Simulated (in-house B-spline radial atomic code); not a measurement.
# O2+: [He] 2s(1 up, 0 down) 2p(0 up, 2 down) 3d(1 up, 0 down) (an excited or competing configuration)

All numbers are computed (non-relativistic LDA VWN5, spin-polarised, spherical fractional occupations; point nucleus) with a B-spline radial code for spherical atoms, not measured.

Screening seen three ways: the hydrogenic charge with the same mean radius, Z_r = [3n² - l(l+1)]/(2<r>), the one with the same energy, Z_e = n√(-2ε), and Slater's rules. Values are occupation-weighted means over spin.

```
shell  electrons   ε (eV)  <r> (bohr)   Z_r   Z_e  Slater
   1s          2  -570.57      0.2003  7.49  6.48    7.70
   2s          1  -67.339       1.005  5.97  4.45    5.60
   2p          2  -55.688      0.9226  5.42  4.05    5.60
   3d          1  -11.726       3.157  3.33  2.79    3.00
```

The least bound orbital is 3d up at -11.73 eV, and it is also the most diffuse (<r> = 3.157 bohr).
